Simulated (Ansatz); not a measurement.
Geometry optimisation, RKS B3LYP-D4/def2-SVP in Ansatz 0.2.0.

The input (input.yaml):

```yaml
crystal:
  periodic: [false, false, false]
  atoms:
    - { symbol: Ge, position_ang: [0.0, 0.0, 0.0] }
    - { symbol: F, position_ang: [0.0, 0.0, 1.68] }
    - { symbol: C, position_ang: [1.8483, 0.0, -0.6527] }
    - { symbol: H, position_ang: [2.196, -1.0463, -0.7809] }
    - { symbol: H, position_ang: [1.8968, 0.5276, -1.6281] }
    - { symbol: H, position_ang: [2.5002, 0.5187, 0.0808] }
    - { symbol: F, position_ang: [-0.7913, 1.3709, -0.5594] }
    - { symbol: F, position_ang: [-0.7913, -1.3709, -0.5594] }
basis:
  gaussian: { orbitals: def2-SVP }
hamiltonian:
  xc: b3lyp
  dispersion: d4
relax:
  f_tol: 0.02
  max_steps: 40
```

Run as:

```bash
$ ansatz run input.yaml --threads 4 --pin off --max-ram 5120MiB --backend cpu --events-out ev --progress --plain --runs-dir out
```

**Question.** Where does it end, and by what steps?

**Answer.** It converged. The force dipped under the threshold on the way, but the program's further checks kept it going. After 12 steps the energy has fallen by 0.193 eV; H6 moved furthest, 0.20 Å.

```tsv
step	energy less start (eV)	largest force component (eV/Å)	accepted
0	0.0000	3.051	yes
1	-0.1652	1.165	yes
2	-0.1901	0.049	yes
3	-0.1905	0.006	yes
4	-0.1906	0.007	yes
5	-0.1765	0.527	no
6	-0.1909	0.033	yes
7	-0.1915	0.108	yes
8	-0.1920	0.020	yes
9	-0.1924	0.028	yes
10	-0.1916	0.174	no
11	-0.1924	0.090	no
12	-0.1925	0.003	yes
```

```xyz
8
Properties=species:S:1:pos:R:3
Ge 0.063 0.000 -0.022
F -0.052 -0.127 1.695
C 1.877 0.000 -0.663
H 2.281 -1.021 -0.607
H 1.892 0.348 -1.705
H 2.481 0.673 -0.038
F -0.805 1.432 -0.437
F -0.879 -1.305 -0.644
```

Whether the end is a true minimum wasn't checked by a vibrational analysis.

Time of the run: 18 s on 4 threads of Arm Neoverse V2 (shared host), peak memory 0.24 GiB.
